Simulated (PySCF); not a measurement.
[(1R,2S)-2-fluorocyclopropyl]methanol (C4H7FO), SMILES [C@H]1(CO)C[C@@H]1F. The structure is a stationary point at PBE-D3(BJ)/def2-SVP. The values are those of a single conformer.

Computed equilibrium geometry at PBE-D3(BJ)/def2-SVP (PySCF confirms it by a frequency run) as bond lengths and angles (one conformer of several):
Atoms: O1 C2 C3 C4 C5 F6 H7 H8 H9 H10 H11 H12 H13. Bonds (Å): O1–C2 1.417, O1–H7 0.975, C2–C3 1.515, C2–H8 1.119, C2–H9 1.111, C3–C4 1.523, C3–C5 1.502, C3–H10 1.105, C4–C5 1.497, C4–H11 1.102, C4–H12 1.101, C5–F6 1.371, C5–H13 1.105. Bond angles (°): C2–O1–H7 107.1, O1–C2–C3 113.6, O1–C2–H8 112.2, O1–C2–H9 105.6, C3–C2–H8 109.2, C3–C2–H9 109.4, H8–C2–H9 106.4, C2–C3–C4 120.1, C2–C3–C5 121.2, C2–C3–H10 115.8, C4–C3–C5 59.3, C4–C3–H10 114.9, C5–C3–H10 113.8, C3–C4–C5 59.6, C3–C4–H11 118.2, C3–C4–H12 117.2, C5–C4–H11 119.0, C5–C4–H12 116.5, H11–C4–H12 115.1, C3–C5–C4 61.0, C3–C5–F6 118.3, C3–C5–H13 119.2, C4–C5–F6 118.4, C4–C5–H13 119.8, F6–C5–H13 111.7.
Charge 0, spin multiplicity 1.
